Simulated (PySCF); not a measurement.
Radial density of P¹³⁺ (phosphorus, charge +13)

UHF, 1s2, closed-shell 1S. Calculation: PySCF 2.14, in an uncontracted even-tempered set (17 s from 8.4 bohr⁻², ratio 2.2; 7 p from 13 bohr⁻², ratio 2.4; 4 d from 39 bohr⁻², ratio 2.4; 3 f from 58 bohr⁻², ratio 2.4; 3 g from 88 bohr⁻², ratio 2.4); the spin-free X2C one-electron Hamiltonian (Gaussian nucleus).

| r (bohr) | 4πr²ρ (e/bohr) |
| --- | --- |
| 0.00136 | 0.05360 |
| 0.00228 | 0.1429 |
| 0.00383 | 0.3746 |
| 0.00645 | 0.9539 |
| 0.0108 | 2.312 |
| 0.0182 | 5.147 |
| 0.0307 | 9.903 |
| 0.0516 | 14.89 |
| 0.0868 | 14.78 |
| 0.146 | 7.341 |
| 0.246 | 1.142 |
| 0.413 | 0.02539 |
| 0.695 | 2.275e-05 |

Densities and radii are taken from the X2C orbitals without a picture-change correction, which distorts them close to the nucleus.
